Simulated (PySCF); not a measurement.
Input file for PySCF: R-MP2/6-31G* on C3H10Si (SMILES CC[SiH2]C), a point of a torsion scan.

```python
from pyscf import gto, scf, dft, mp
from pyscf.data.elements import chemcore

mol = gto.M(
    atom='''
    C     1.93018024    0.27750979   -0.77415665
    C     0.91975280    0.44966797    0.35529748
    Si   -0.59797911   -0.69330928    0.19965693
    C    -0.04969454   -2.51143941    0.21486507
    H     2.76642534    0.96593484   -0.65738708
    H     1.46482299    0.47091580   -1.73839339
    H     2.32692893   -0.73528623   -0.78541179
    H     1.42182626    0.27219026    1.30854938
    H     0.58696270    1.48887018    0.37562929
    H    -1.49824300   -0.43711988    1.33251534
    H    -1.30185382   -0.40306798   -1.05755226
    H     0.56253494   -2.75114593   -0.65007396
    H    -0.90823446   -3.17605775    0.19989041
    H     0.53031370   -2.74528923    1.10359496
    ''',
    basis='6-31g*',
    cart=True,
    charge=0, spin=0, verbose=3, max_memory=1800)
mf = scf.RHF(mol)
mf.conv_tol = 1e-8
mf.max_cycle = 100
mf.kernel()
if not mf.converged:
    mf = mf.newton().run(mf.mo_coeff, mf.mo_occ)
pt = mp.MP2(mf, frozen=chemcore(mol)).run()
```

Problem. Predict the final total energy.

Solution. -408.8245 hartree.
